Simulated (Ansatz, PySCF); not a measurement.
Molecule: CH4FSi (charge -1, singlet). It need not be the lowest isomer of its formula. Whether it binds its extra electron was not tested at this geometry. 
Structure (B3LYP-D3(BJ)/def2-TZVP (Ansatz, a program for electronic structure) minimum search):
```
C
H 1 1.0963
H 1 1.0971 2 107.96
H 1 1.0983 2 107.14 3 -116.18
Si 1 1.9659 2 111.14 4 -119.77
F 5 1.7111 1 97.35 2 -77.33
H 5 1.5615 6 97.07 1 94.87
```
Charge -1, spin multiplicity 1.

Total electronic energies in hartree. Cores are frozen in the correlated levels unless marked. Spin-orbit coupling is left out. Non-relativistic unless marked X2C. CBS(X,Y): correlation extrapolated as X^-3; Hartree-Fock from the larger set. The bracket is a focal-point correction in the basis named.

```csv
level,program,energy (Eh)
HF/6-31G*,Ansatz,-428.56637
HF/cc-pVTZ,Ansatz,-428.66019
RI-HF/cc-pV(T+d)Z,Ansatz,-428.66283
SVWN5/def2-TZVPD,Ansatz,-427.79899
BLYP/def2-TZVPD,Ansatz,-429.94346
M06-L-D4/def2-TZVPD,PySCF + dftd4,-429.94362
PBE0/def2-SVP,Ansatz,?
PBE0-D3(BJ)/def2-TZVP,Ansatz + dftd3,-429.70277
PBE0-D3(BJ)/def2-TZVPD,Ansatz + dftd3,-429.70870
PBE0-D4/def2-TZVPD,Ansatz + dftd4,-429.70934
PBE0/def2-TZVP,Ansatz,-429.69935
BHLYP/def2-TZVPD,Ansatz,-429.91073
r2SCANh-D4/def2-TZVPD,Ansatz + dftd4,-429.87217
PW6B95-D4/def2-TZVPD,PySCF + dftd4,-430.39586
B2PLYP/def2-TZVPD,Ansatz,-429.76045
MP2/cc-pV(D+d)Z,Ansatz,-429.03499
SCS-MP2/STO-3G,Ansatz,-423.30021
CCSD/6-31G*,Ansatz,-428.98743
CCSD/aug-cc-pV(D+d)Z,Ansatz,-429.13606
CCSD/cc-pwCVTZ,Ansatz,-429.27175
CCSD/cc-pV(Q+d)Z,Ansatz,-429.32101
X2C-CCSD(T)/cc-pVTZ-DK,Ansatz,-429.98185
"RI-MP2/CBS(aug-cc-pV(T+d)Z,aug-cc-pV(Q+d)Z)+[CCSD(T)-MP2]/aug-cc-pV(T+d)Z",Ansatz,-429.3861
```

Task: Fill in the missing entries.

Result: 
- PBE0/def2-SVP, energy (Eh): -429.41831
